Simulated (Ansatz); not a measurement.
Cost and result for the atomization energy of `[SiH3][SbH][SiH3]` (10 atoms, 9 bonds).

```xyz
10

Si   -1.0445    1.2080   -0.8992
Sb    0.3570   -0.8964   -1.3573
Si    1.2404   -0.8412    1.0550
H    -1.7700    1.1360    0.3961
H    -2.0284    1.3997   -1.9972
H    -0.1269    2.3780   -0.8729
H    -0.9427   -1.9081   -0.8984
H     0.1603   -0.6092    2.0493
H     1.9198   -2.1265    1.3664
H     2.2350    0.2597    1.1582
```

The species carries charge 0 and has multiplicity 1. Correlated methods include outer-core shells of Sb, which these sets cover unevenly. Sb: def2 effective core potential. All single points use the PBE0-D4/def2-TZVP geometry. Program: Ansatz. All runs use 4 threads of a server CPU on a shared host. Times are those of one run each, without the atoms' runs, and a repeat can differ threefold. Electronic energies, without spin–orbit coupling; frozen cores. CCSD(T)/CBS adds CCSD(T) − MP2 in def2-TZVPP to the MP2 limit, and its time is that of the two runs behind it. T1 = 0.013. With those shells the extrapolation isn't a true limit. B3LYP takes the VWN-RPA correlation (the form of Gaussian; ORCA's B3LYP/G).

CCSD(T)/CBS is a level of theory with its own doubt, some kJ/mol a heavy atom from the limit and from the frozen cores, so smaller differences don't rank the functionals.

```
                            level  functions  wall time  atomization (kcal/mol)  difference from CCSD(T)/CBS  per bond
           LDA (SPW92)/def2-TZVPP        232      3.6 s                   704.3                         65.0       7.2
               BLYP-D4/def2-TZVPP        232        5 s                   631.9                         -7.4      -0.8
  PBE-D4/def2-TZVPP (with forces)        232      6.5 s                   627.8                        -11.5      -1.3
               PBE0-D4/def2-TZVPP        232      7.5 s                   626.2                        -13.1      -1.5
              BHLYP-D4/def2-TZVPP        232      7.5 s                   632.9                         -6.4      -0.7
                 CCSD(T)/def2-SVP         97      9.5 s                   584.7                        -54.6      -6.1
            r2SCANh-D4/def2-TZVPP        232       11 s                   631.9                         -7.4      -0.8
B3LYP-D4/def2-TZVPP (with forces)        232       11 s                   639.1                         -0.2       0.0
                B97M-V/def2-TZVPP        232       19 s                   642.1                          2.8       0.3
 ωB97M-V/def2-TZVPP (with forces)        232       26 s                   634.8                         -4.5      -0.5
                   MP2/def2-QZVPP        432       38 s                   617.1                        -22.2      -2.5
               CCSD(T)/def2-TZVPP        232    3.2 min                   619.8                        -19.5      -2.2
                CCSD(T)/CBS(def2)          –    3.8 min                   639.3                          0.0       0.0
```

From BLYP to BHLYP (50 % exact exchange), in def2-TZVPP and without D4, the atomization energy moves by +4.7 kcal/mol. The D4 term adds +9.9 kcal/mol with B3LYP and +5.2 kcal/mol with PBE0; it sums over pairs of atoms, weighted by their polarisabilities, and B3LYP, whose exchange is more repulsive, gets the larger term. In def2-TZVPP, CCSD(T) changes the Hartree–Fock value by +153.1 kcal/mol (the triples alone add +6.5 kcal/mol) and MP2 by +138.7 kcal/mol; breaking electron pairs costs correlation energy, which Hartree–Fock lacks.
